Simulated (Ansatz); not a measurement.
Geometry optimisation, Ansatz, RKS PBE0-D4/def2-SVP.

Input:

```yaml
crystal:
  periodic: [false, false, false]
  atoms:
    - { symbol: Al, position_ang: [-0.097044, -0.195888, 0.028063] }
    - { symbol: O, position_ang: [-0.33906, -0.151333, 1.750078] }
    - { symbol: Si, position_ang: [-1.365069, -0.526538, 3.006251] }
    - { symbol: H, position_ang: [-2.44647, -1.446801, 2.5431] }
    - { symbol: H, position_ang: [-0.586837, -1.182332, 4.095519] }
    - { symbol: H, position_ang: [-1.97479, 0.736113, 3.519757] }
    - { symbol: F, position_ang: [1.434194, -0.290721, -0.567978] }
    - { symbol: F, position_ang: [-1.383425, -0.264899, -0.998929] }
    - { symbol: Br, position_ang: [0.259655, 3.206672, 1.155856] }
    - { symbol: H, position_ang: [0.276547, 1.955329, 1.984381] }
basis:
  gaussian: { orbitals: def2-SVP }
hamiltonian:
  xc: pbe0
  dispersion: d4
relax:
  f_tol: 0.03
  max_steps: 50
```

Command:

```bash
$ ansatz run input.yaml --threads 4 --pin off --max-ram 5120MiB --backend cpu --events-out ev --progress --plain --runs-dir out
```

Question: Where does it end, and by what steps?

Answer: The run converged. After 34 steps the energy has fallen by 1.503 eV; Br9 moved furthest, 1.86 Å. Parted: Br9–H10 (1.50 → 3.43 Å). Joined: Al1–Br9 (3.60 → 2.26 Å), O2–H10 (2.21 → 0.97 Å).

| step | energy less start (eV) | largest force component (eV/Å) | accepted |
| --- | --- | --- | --- |
| 0 | 0.0000 | 1.411 | yes |
| 2 | -0.2111 | 0.392 | yes |
| 4 | -0.3144 | 0.491 | yes |
| 6 | -0.3548 | 0.185 | yes |
| 8 | -0.3711 | 0.158 | yes |
| 10 | -0.4168 | 0.599 | yes |
| 12 | -0.6489 | 1.000 | yes |
| 14 | -1.0299 | 4.587 | yes |
| 16 | -1.3748 | 0.790 | yes |
| 18 | -1.4345 | 0.206 | yes |
| 20 | -1.4466 | 0.193 | yes |
| 22 | -1.4617 | 0.170 | yes |
| 24 | -1.4836 | 0.186 | yes |
| 26 | -1.4926 | 0.659 | yes |
| 28 | -1.5005 | 0.145 | yes |
| 30 | -1.5019 | 0.059 | yes |
| 32 | -1.5024 | 0.059 | yes |
| 34 | -1.5026 | 0.015 | yes |

```xyz
10
Properties=species:S:1:pos:R:3
Al -0.039 0.576 0.183
O -1.039 0.792 1.790
Si -1.109 -0.554 2.908
H -1.788 -1.676 2.228
H 0.250 -0.850 3.412
H -1.958 0.007 3.997
F 0.373 -0.984 0.674
F -1.137 0.687 -1.061
Br 1.546 2.181 0.284
H -1.322 1.661 2.101
```

Whether the end is a true minimum wasn't checked by a vibrational analysis.

Time of the run: 99 s on 4 threads of Arm Neoverse V2 (shared host), peak memory 0.36 GiB.
